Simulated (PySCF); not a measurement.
Where the electron goes

Compound: Ge(CCH)2Cl2, C4H2Cl2Ge.
Geometry (PBE0-D3(BJ)/def2-SVP, Å), atoms numbered from 1 in this order:
```xyz
9
C4H2Cl2Ge angstrom
Ge    -0.6513   -0.0244   -0.5430
C     -0.8411    0.0001    1.3270
C     -0.9330    0.0249    2.5379
H     -1.0182    0.0461    3.6107
C      1.1523   -0.0179   -1.0694
C      2.3131   -0.0127   -1.4262
H      3.3433   -0.0072   -1.7374
Cl    -1.6253    1.6854   -1.3826
Cl    -1.6070   -1.7638   -1.3427
```

Computed with TDDFT wB97X-D/def2-SVPD, vertical, gas phase, core orbitals frozen in the response (PySCF 2.14.0, density-fitted response routines). Relativistic effects, spin–orbit coupling among them, are left out although an element past zinc is present.

Kohn–Sham orbitals with the atoms that hold most of them (Löwdin shares over 4%, at most four atoms; ? is withheld):

```json
{"orbital": "HOMO-3", "ε (eV)": "-11.08", "atoms": "C2 23%, C3 21%, C5 20%, C6 19%"}
{"orbital": "HOMO-2", "ε (eV)": "-10.82", "atoms": "C2 22%, C3 20%, Cl8 16%, Cl9 15%"}
{"orbital": "HOMO-1", "ε (eV)": "-10.75", "atoms": "?"}
{"orbital": "HOMO", "ε (eV)": "-10.71", "atoms": "?"}
{"orbital": "LUMO", "ε (eV)": "0.31", "atoms": "Ge1 20%, C2 14%, C3 14%, C5 14%"}
{"orbital": "LUMO+1", "ε (eV)": "0.32", "atoms": "Ge1 20%, Cl8 16%, Cl9 15%, C5 12%"}
{"orbital": "LUMO+2", "ε (eV)": "1.61", "atoms": "C2 18%, Ge1 18%, C5 15%, Cl9 12%"}
```

Question: Which atoms hold the HOMO-1, and with what shares?

Answer: C5 (bonded to C and Ge) 25%; C6 (bonded to C and H) 24%; C2 (bonded to C and Ge) 15%; C3 (bonded to C and H) 14%.

Question: Give the leading atoms of the HOMO.

Answer: C5 (bonded to C and Ge) 24%; C6 (bonded to C and H) 23%; C2 (bonded to C and Ge) 22%; C3 (bonded to C and H) 20%.

Question: The HOMO–LUMO gap is 11.02 eV. Where does the response calculation put the lowest singlet, and from which orbitals?

Answer: S1 is at 5.86 eV (f = 0.0000), 5.16 eV below the gap, made of HOMO→LUMO (63%), HOMO-3→LUMO+5 (14%), HOMO-1→LUMO+1 (11%). Without the coupling terms of the response equations the lowest excitation would equal the gap.

Next come S2 at 6.01 eV (f 0.0001), HOMO-3→LUMO (35%), HOMO-2→LUMO+1 (26%), HOMO→LUMO+5 (14%); S3 at 6.09 eV (f 0.0001), HOMO-1→LUMO (38%), HOMO→LUMO+1 (34%); S4 at 6.10 eV (f 0.0000), HOMO-1→LUMO+1 (55%), HOMO→LUMO (15%); S5 at 6.24 eV (f 0.0042), HOMO-2→LUMO (37%), HOMO-3→LUMO+1 (28%), HOMO-1→LUMO+5 (10%).

Löwdin shares depend on the basis, the more so with diffuse functions.
